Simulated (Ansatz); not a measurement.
Computed with Ansatz on PBE0-D4/def2-TZVP structures; ΔE is electronic, products minus reactants. CCSD(T)/CBS adds triple-zeta CCSD(T) − MP2 to the extrapolated MP2 energy (def2 sets, frozen cores). This one scheme is used for every species. Functionals use def2-TZVPP. B3LYP here is the variant with VWN-RPA as its local correlation; programs differ in this. def2 core potentials past Kr. For Br, In outer-core shells are correlated without core-valence functions, which leaves a few kJ/mol of doubt a bond. Scalar relativity is left out up to krypton. One conformer a species, not always the lowest.

Consider the ligand exchange at the In–Br bond: `[NH2][In]([SH])[Br]` + H–F → `[NH2][In]([F])[SH]` + HBr.

```csv
level,ΔE (kJ/mol),difference from CCSD(T)/CBS
PBE-D4,70.1,-10.2
r2SCAN-D4,71.3,-9.0
PBE0-D4,81.2,0.9
B3LYP-D4,71.8,-8.5
ωB97M-V,73.7,-6.6
B2PLYP,71.3,-9.0
PBE,66.6,-13.7
PBE0,77.9,-2.4
B3LYP,66.0,-14.3
HF/def2-TZVPP,83.5,3.2
MP2/def2-TZVPP,85.1,4.8
SCS-MP2/def2-TZVPP,78.0,-2.3
CCSD/def2-TZVPP,78.7,-1.6
HF/def2-QZVPP,80.9,0.6
MP2/def2-QZVPP,85.6,5.3
CCSD/CBS(def2),80.9,0.6
CCSD(T)/CBS,80.3,0
```

Largest T1 diagnostic among the species: 0.015.

The D4 term adds +5.8 kJ/mol with B3LYP and +3.3 kJ/mol with PBE0; it sums over pairs of atoms, weighted by their polarisabilities, and B3LYP, whose exchange is more repulsive, gets the larger term. From PBE to PBE0 (25 % exact exchange), in def2-TZVPP and without D4, ΔE moves by +11.4 kJ/mol.
